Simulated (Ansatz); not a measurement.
GaH₆N, SMILES `[NH3+][GaH3-]`, 8 atoms. Charge 0, multiplicity 1. Correlated methods include outer-core shells of Ga, which these sets cover unevenly. Scalar relativity is left out up to krypton. All runs use 2 threads of a server CPU on a shared host. Correlated methods freeze the cores. Open-shell runs search over several starts.

Q: How many basis functions does each run have, and how long does it take in Ansatz? RKS ωB97M-V/def2-QZVPP energy; RHF-CCSD(T)/def2-TZVPP energy; RKS PBE0-D4/def2-TZVP relaxation (5 steps); RKS revPBE-D4/def2-TZVPP energy; RHF-CCSD(T)/def2-SVP energy; RHF-MP2/def2-QZVPP energy; RKS ωB97M-V/def2-SVP energy; UKS r2SCAN-D4/def2-TZVPP energy of the cation; RKS ωB97M-V/def2-TZVPP energy and forces; UKS ωB97X-V/def2-TZVPP energy of the cation; UKS PBE-D4/def2-TZVPP energy of the cation; RKS PBE0-D4/def2-SVP energy. (An estimate is asked.)

A: The calculation gave: Other jobs shared the machine, so times are rough.

```tsv
level	job	functions	wall time	peak host memory (GiB)
RKS PBE0-D4/def2-SVP	energy	76	0.85 s	0.13
RKS revPBE-D4/def2-TZVPP	energy	163	1.2 s	0.16
RHF-CCSD(T)/def2-SVP	energy	76	1.4 s	0.2
RKS ωB97M-V/def2-SVP	energy	76	3.4 s	0.2
RKS ωB97M-V/def2-TZVPP	energy and forces	163	7 s	0.4
RKS PBE0-D4/def2-TZVP	relaxation (5 steps)	115	8.5 s	0.2
UKS PBE-D4/def2-TZVPP	energy of the cation	163	9.5 s	0.3
RHF-MP2/def2-QZVPP	energy	326	9.5 s	1.1
RKS ωB97M-V/def2-QZVPP	energy	326	11 s	0.91
RHF-CCSD(T)/def2-TZVPP	energy	163	22 s	1.2
UKS r2SCAN-D4/def2-TZVPP	energy of the cation	163	26 s	0.38
UKS ωB97X-V/def2-TZVPP	energy of the cation	163	52 s	0.7
```
